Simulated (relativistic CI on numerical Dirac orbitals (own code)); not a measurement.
Radial Dirac CI calculation of Ge2+.

Command:

```sh
python run_levels.py task.json out
```

Input:

```
atom Ge  Z=32  charge=2  electrons=30
nucleus A=74  rms_radius_fm=4.0742
hamiltonian dirac-coulomb  breit=on  qed=on  c_scale=1
orbitals kli  potential=per-configuration
slater_scale 1
correlation none
mixing on
grid step=0.0125 r_max=49.7
scf mixing=0.4 start=green max_iterations=150 tolerance=2e-08 node_fill=0.05
configurations
  [Ar] 3d10 4s2
  [Ar] 3d10 4s 4p
  [Ar] 3d10 4p2
end
```

Output:

```
SCF 1: [Ar] 3d10 4s2
 iter      energy (Ha)   residual   last orbital (Ha)
    1     -2082.772155   2.27e+00     -2.17859
    2     -2095.609057   6.74e-01     -1.52009
    3     -2096.522251   1.24e-01     -1.25058
    4     -2096.603232   1.56e-01     -1.24312
    5     -2096.646549   8.64e-03     -1.19077
    6     -2096.645758   4.16e-03     -1.18895
    7     -2096.646146   4.20e-04     -1.18866
    8     -2096.646185   5.14e-05     -1.18872
    9     -2096.646184   3.85e-05     -1.18871
   10     -2096.646181   3.45e-06     -1.18870
   11     -2096.646181   2.61e-07     -1.18870
   12     -2096.646181   1.69e-09     -1.18870
SCF 2: [Ar] 3d10 4s 4p
 iter      energy (Ha)   residual   last orbital (Ha)
    1     -2082.546953   2.24e+00     -1.62919
    2     -2095.338425   6.50e-01     -1.11355
    3     -2096.248559   1.20e-01     -0.93096
    4     -2096.328793   1.34e-01     -0.92762
    5     -2096.361169   6.27e-03     -0.89567
    6     -2096.360443   4.24e-03     -0.89488
    7     -2096.360824   4.34e-04     -0.89479
    8     -2096.360858   3.18e-05     -0.89482
    9     -2096.360863   3.01e-05     -0.89482
   10     -2096.360861   2.40e-06     -0.89482
   11     -2096.360861   1.32e-07     -0.89482
   12     -2096.360861   1.79e-09     -0.89482
SCF 3: [Ar] 3d10 4p2
 iter      energy (Ha)   residual   last orbital (Ha)
    1     -2082.206593   2.24e+00     -1.62919
    2     -2094.980610   6.39e-01     -1.10727
    3     -2095.887204   1.18e-01     -0.92647
    4     -2095.963677   1.21e-01     -0.92483
    5     -2095.990329   2.51e-03     -0.89461
    6     -2095.989773   4.75e-03     -0.89506
    7     -2095.990202   1.13e-04     -0.89519
    8     -2095.990219   4.65e-06     -0.89518
    9     -2095.990219   5.35e-06     -0.89518
   10     -2095.990218   4.32e-07     -0.89518
   11     -2095.990218   4.82e-08     -0.89518
   12     -2095.990218   1.97e-09     -0.89518
orbital energies (Ha): 2p1/2 -45.5959  2p3/2 -44.4274  3s -7.1273  3p1/2 -5.2816  3p3/2 -5.1261  3d3/2 -1.9951  3d5/2 -1.9737  4s -1.1887
configuration averages (Ha): Dirac-Coulomb, Breit, QED
  4s2                          -2096.646181    0.949051    0.638528
  4s 4p                        -2096.360861    0.948988    0.638108
  4p2                          -2095.990218    0.948911    0.637654
levels: no., configuration, term, J, E (cm-1), weight
   1 4s2                    1S   0                0.0  0.96
   2 4s 4p                  3P*  0            58041.5  1.00
   3 4s 4p                  3P*  1            58795.8  1.00
   4 4s 4p                  3P*  2            60367.3  1.00
   5 4s 4p                  1P*  1            99850.2  1.00
   6 4p2                    3P   0           143949.8  1.00
   7 4p2                    3P   1           144778.5  1.00
   8 4p2                    3P   2           146147.9  0.99
   9 4p2                    1D   2           156348.9  0.99
  10 4p2                    1S   0           179583.0  0.96
lowest total energy -2095.091123 Ha
end: converged
```

With so few configurations and no correlation, terms lie too far apart (by 10 to 50 % or more near neutrality), their order can be wrong, and levels of other configurations are missing.
